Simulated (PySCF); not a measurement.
## Cost of excited-state runs on `CC(C)CC[SiH2]F`, C₅H₁₃FSi

Geometry:
```
atom   x (Å)   y (Å)   z (Å)
  C1  -1.465   1.050  -0.145
  C2  -0.728  -0.260  -0.409
  C3  -1.730  -1.366  -0.737
  C4   0.132  -0.680   0.787
  C5   1.257   0.298   1.137
 Si6   2.497   0.650  -0.258
  F7   1.907   1.827  -1.193
  H8  -0.767   1.877  -0.040
  H9  -2.131   1.280  -0.974
 H10  -2.062   0.976   0.762
 H11  -0.074  -0.118  -1.277
 H12  -1.218  -2.301  -0.955
 H13  -2.329  -1.095  -1.604
 H14  -2.401  -1.532   0.104
 H15   0.572  -1.658   0.572
 H16  -0.518  -0.802   1.659
 H17   1.797  -0.109   1.995
 H18   0.823   1.240   1.477
 H19   3.741   1.207   0.258
 H20   2.692  -0.473  -1.163
```

PySCF with density fitting, on 1 thread of an Arm Neoverse V2, shared host. Command: `OMP_NUM_THREADS=1 python excited_run.py task.json out`

Task: How long does each of these runs take, and how much memory?
- magnetisability and related constants, BHandHLYP/pcSseg-1; isotopologues
- magnetisability and related constants, HF/3-21G; usual settings

Result: 
```
                                  run               level  basis functions  wall time  peak memory (GiB)
magnetisability and related constants  BHandHLYP/pcSseg-1              191       28 s               0.84
magnetisability and related constants            HF/3-21G               93      3.9 s               0.58
```
Times from a shared host are rough.
